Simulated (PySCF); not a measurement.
## Relaxation of triplet TiI₂

These are results of PySCF, UPBE0, basis Ti def2-SVP, I def2-SVP with ECP28 (scalar-relativistic core potentials, no spin–orbit coupling, density fitting), not measurements. A (50,194) grid was used.

A hand-made linear start, of D∞h symmetry, held to at least that symmetry:

```xyz
3
charge 0 multiplicity 3, angstrom
Ti    0.0000    0.0000    0.0000
I     0.0000    0.0000    2.6900
I     0.0000    0.0000   -2.6900
```

Optimiser trace:
```tsv
step	E − E(last) (kJ/mol)	largest gradient (Eh/bohr)
0	6.58	0.01418
1	1.96	0.00816
2	0.06	0.00158
3	0.00	0.00015
4	0.00	0.00000
```

It ends at D∞h with Ti–I 2.603 Å (×2); I–Ti–I 180.0° (after a last refinement on a finer grid). A frequency run shows a minimum. Other isomers or separated fragments may lie lower.

Final geometry:
Coordinates in bohr (charge 0 multiplicity 3):
```
Ti    0.0000    0.0000    0.0000
I     0.0000    0.0000    4.9183
I     0.0000    0.0000   -4.9183
```

Open d and f shells are described by one determinant, and the ground state may have another occupation or spin. With an element this heavy the missing spin–orbit coupling can shift these numbers.
